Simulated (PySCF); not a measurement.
# Diatomics of Li with the second period

PBE0 with triple-zeta basis sets in PySCF, for the lowest determinant that a PBE0 search found; no spin–orbit coupling. De refers to high-spin ground-configuration atoms. A positive dipole means M(−)Li(+).

| M | basis | state (unpaired electrons) | Re (Å) | ωe (cm⁻¹) | De (eV) | μ (D) |
| --- | --- | --- | --- | --- | --- | --- |
| Li | x2c-TZVPPall | singlet (closed shell) | 2.736 | 338 | 0.83 | n/a |
| Be | cc-pVTZ | doublet (σ ↑) | 2.582 | 345 | 0.51 | 2.85 |
| B | def2-TZVPP | triplet (σ ↑, π ↑) | 2.131 | 547 | 1.34 | 5.79 |
| C | x2c-TZVPPall | quartet (σ ↑, π ↑↑) | 1.877 | 702 | 2.65 | 6.21 |
| N | x2c-TZVPPall | triplet (π ↑↑) | 1.855 | 684 | 1.62 | 6.76 |
| O | x2c-TZVPPall | doublet (π ↑) | 1.684 | 829 | 3.43 | 6.44 |
| F | x2c-TZVPPall | singlet (closed shell) | 1.565 | 922 | 5.61 | 6.18 |

The shortest bond is that of LiF (1.565 Å), the longest that of Li2 (2.736 Å). LiF is bound most strongly (5.61 eV) and LiBe least (0.51 eV).

The rows differ in basis set, which adds steps of its own.

The state changes along the series, so neighbouring rows are not always alike in their bonding.

Closed-shell solutions of metal pairs were not tested for spin polarisation, which can lower them a little. States were picked by a PBE0 search and need not be the measured ground states.
